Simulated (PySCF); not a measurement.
A mixed set of molecules. Computed with PySCF 2.14.0, density-fitted response routines, TDDFT CAM-B3LYP/def2-SVPD, vertical, gas phase, core orbitals frozen in the response. Geometries: GFN2-xTB; one conformer of each isolated species. Triplets are in the Tamm–Dancoff approximation. Ions are computed without counter-ions or solvent.

Question: Rank by computed HOMO–LUMO gap, highest first.
A. `Fc1cn(C2CC2)nn1`
B. `C([Si@H](F)[SiH2]C)=O`
C. `C(/C=C\N=C)(=C(F)F)F`
D. `F[Si@H]1CC[SiH2]O1`
E. `[SiH2](C(C)C)S[SiH3]`
F. `[OH3+]`
G. `C=C[Si@@H](F)O[SiH3]`

Answer: F (15.97 eV), D (10.85 eV), G (10.11 eV), A (9.40 eV), E (9.26 eV), B (7.90 eV), C (7.24 eV).

```json
{"SMILES": "[OH3+]", "gap (eV)": "15.97", "first f ≥ 0.01 (nm)": "108", "T1 (eV)": "10.68", "α (au)": "6.5", "S1 (eV)": "11.46", "LUMO (eV)": "-6.36", "S1 mainly": "H→L (99%)"}
{"SMILES": "F[Si@H]1CC[SiH2]O1", "gap (eV)": "10.85", "first f ≥ 0.01 (nm)": "165", "T1 (eV)": "7.14", "α (au)": "70.2", "S1 (eV)": "7.51", "LUMO (eV)": "1.00", "S1 mainly": "H→L (73%)"}
{"SMILES": "C=C[Si@@H](F)O[SiH3]", "gap (eV)": "10.11", "first f ≥ 0.01 (nm)": "169", "T1 (eV)": "4.33", "α (au)": "74.7", "S1 (eV)": "6.59", "LUMO (eV)": "0.30", "S1 mainly": "H-1→L (75%)"}
{"SMILES": "Fc1cn(C2CC2)nn1", "gap (eV)": "9.40", "first f ≥ 0.01 (nm)": "199", "T1 (eV)": "4.43", "α (au)": "74.7", "S1 (eV)": "5.85", "LUMO (eV)": "0.66", "S1 mainly": "H-1→L (96%)"}
{"SMILES": "CC(C)[SiH2]S[SiH3]", "gap (eV)": "9.26", "first f ≥ 0.01 (nm)": "205", "T1 (eV)": "5.71", "α (au)": "112.1", "S1 (eV)": "6.06", "LUMO (eV)": "0.84", "S1 mainly": "H→L (96%)"}
{"SMILES": "C[SiH2][Si@@H](F)C=O", "gap (eV)": "7.90", "first f ≥ 0.01 (nm)": "229", "T1 (eV)": "2.49", "α (au)": "81.3", "S1 (eV)": "3.17", "LUMO (eV)": "-0.69", "S1 mainly": "H→L (94%)"}
{"SMILES": "C=N/C=C\\C(F)=C(F)F", "gap (eV)": "7.24", "first f ≥ 0.01 (nm)": "310", "T1 (eV)": "2.79", "α (au)": "79.3", "S1 (eV)": "4.01", "LUMO (eV)": "-0.22", "S1 mainly": "H→L (62%)"}
```

H and L stand for HOMO and LUMO.
